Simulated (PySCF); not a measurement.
Computed IR spectrum (relative IR intensity) of a molecule C3H5ClOSi. Coordinates come from a B3LYP-D3(BJ)/def2-SVP optimisation. Other conformers were not sampled. These are PySCF 2.14.0 with B3LYP-D3(BJ)/def2-SVP values and carry that method's errors. Frequencies are harmonic and unscaled.

Lines under 2 % of the strongest are left out, and lines within 2 cm⁻¹ are merged.

ν (cm⁻¹): 254 (vw), 473 (m), 557 (m), 660 (w), 700 (w), 733 (m), 763 (w), 775 (s), 863 (m), 875 (vs), 953 (w), 1055 (s), 1103 (w), 1207 (s), 1356 (vw), 1407 (vw), 1678 (m), 2290 (s), 3030 (w), 3220 (w) (against the strongest line: vs over 80 %, s over 45 %, m over 15 %, w over 4 %, vw less)

Problem. Pick the molecule that these values belong to.
A) C#C[Si@@](C)(O)Cl
B) CC#C[Si@H](O)Cl
C) C#CC[Si@@H](O)Cl
D) Cl[Si@@H]1CC=CO1

Solution. D, Cl[Si@@H]1CC=CO1
